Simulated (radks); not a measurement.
Q: The mean radii <r> (bohr) of the occupied orbitals of an atom or ion are listed with their occupations. Calculated with a radial shooting solver on a logarithmic mesh with Libxc functionals: non-relativistic Kohn-Sham, LDA (Slater exchange, Perdew-Wang correlation), spin-unpolarised, spherical densities, point nucleus.

orbital  occ.      <r>
1s          2  0.01942
2s          2  0.08110
2p          6  0.06851
3s          2   0.1930
3p          6   0.1823
3d          1   0.1568

Name the element and its charge.

A: Z = 78, platinum, charge +59: Pt59+ in [Ar] 3d1. The 1s radius gives Z: for a bare nucleus <r> = 1.5/Z, 0.01923 bohr for Z = 78, and screening makes it slightly larger (0.01942 here). The occupations add up to 19, and the charge is Z minus that.
